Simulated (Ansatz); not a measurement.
Reaction (cleavage of the Ge–Ge bond): `[GeH3][SiH2][GeH2][GeH3]` + `N[SiH2][SiH3]` → `[SiH3][SiH2][NH][GeH3]` + `[GeH3][SiH2][GeH3]`

Gas-phase electronic energies from Ansatz, PBE0-D4/def2-TZVP geometries. CBS: MP2 limit from def2 TZ/QZ plus the TZ coupled-cluster correction, frozen cores. This one scheme is used for every species. Functionals use def2-TZVPP. For Ge outer-core shells are correlated without core-valence functions, which leaves a few kJ/mol of doubt a bond. Scalar relativity is left out up to krypton. Each species was taken in one conformer, which may not be the lowest.

```
             level  ΔE (kJ/mol)
            PBE-D4         39.3
         revPBE-D4         35.0
        r2SCAN0-D4         33.3
              BLYP         31.2
    MP2/def2-TZVPP         26.3
CCSD(T)/def2-TZVPP         25.8
SCS-MP2/def2-QZVPP         21.7
      HF/CBS(def2)         11.7
```

(1) What does CCSD(T)/CBS give? (An estimate is asked.)

Largest T1 diagnostic among the species: 0.012.

Results:

(1) Ansatz gave: +29.5 kJ/mol. The listed levels differ from it by 9.8, 5.5, 3.8, 1.7, -3.2, -3.7, -7.8, -17.8 kJ/mol.

From BLYP to BHLYP (50 % exact exchange), in def2-TZVPP and without D4, ΔE moves by −6.2 kJ/mol. In def2-TZVPP, CCSD(T) changes the Hartree–Fock value by +12.5 kJ/mol (the triples alone add +0.7 kJ/mol) and MP2 by +13.0 kJ/mol. Leaving LDA and LC-ωPBE aside and taking each functional with its dispersion term where it has one, the values, not all of them listed here, spread over 17.6 kJ/mol, from B97M-V to PBE-D4.
